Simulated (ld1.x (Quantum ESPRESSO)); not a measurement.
**Which setting gave this result? (Ne, PAW)**

Base potential:

Ne, PAW, made with ld1.x (Quantum ESPRESSO) 7.5 (LDA (PZ), scalar-relativistic). Core [He], reference 2s2 2p4 (charge +2). Waves: 2s (bound): rcut 0.50, rcutus 0.55 bohr; 2s channel at -0.55 Ry: rcut 0.50, rcutus 0.55 bohr; 2p (bound): rcut 1.65, rcutus 1.80 bohr; 2p channel at -2.8 Ry: rcut 1.65, rcutus 1.80 bohr; 3d channel at -0.15 Ry: rcut 1.35, rcutus 1.65 bohr; 3d channel at 1.5 Ry: rcut 1.35, rcutus 1.65 bohr. Local part: all-electron potential smoothed inside 1.70 bohr (lloc = -1). Core correction: a·sin(br)/r model core, default radius (ld1.x builds one for every PAW set, though the input has nlcc=.false.). Augmentation charge: BG, radius 0.55 bohr.

Cutoffs, loose and tight: the cutoffs (Ry, on a coarse ladder) from which the occupation-weighted sum of valence levels, in a spherical-Bessel basis at the reference potential, stays within 10 and 1 mRy of its value at 400 Ry. They do not see the model core or the augmentation charge, which bear on the density cutoff. Test errors are all-electron minus pseudo excitation energies from the reference, over the configurations 2s2 2p6; 2s2 2p5; 2s2 2p3; 2s1 2p6; 2s2 2p5.5; 2s2 2p2 (two spin-polarised tests are not counted in the largest error); variants that change the core or the reference have their own tests.

Only the scale of all radii but the core radius (base = 1) is moved (2 further runs of the sweep failed or gave no value and are left out):

```tsv
scale of all radii but the core radius (base = 1)	cutoff, loose	cutoff, tight	bound ghosts	largest test error (meV)
0.88	160 Ry	300 Ry	none	test run stopped at test 1 of 8 (negative rho)
0.96	140 Ry	260 Ry	none	8 of 8 tests not solved or not reliable
1.02	110 Ry	200 Ry	none	test run stopped at test 2 of 8 (negative rho), 1 before it not solved
1.17	80 Ry	160 Ry	none	test run stopped at test 1 of 8 (negative rho)
1.26	30 Ry	110 Ry	none	test run stopped at test 1 of 8 (negative rho)
1.3	30 Ry	100 Ry	none	test run stopped at test 1 of 8 (negative rho)
1.39	35 Ry	90 Ry	none	test run stopped at test 1 of 8 (negative rho)
```

Task: One more run gave cutoff, loose: 90 Ry; cutoff, tight: 180 Ry; bound ghosts: none; largest test error (meV): test run stopped at test 1 of 8 (negative rho). Which value of the scale of all radii but the core radius (base = 1) was used?

Result: 1.09. The tight cutoff moves one way along this sweep, from 300 Ry at 0.88 to 90 Ry at 1.39, which places the run between 1.02 and 1.17.
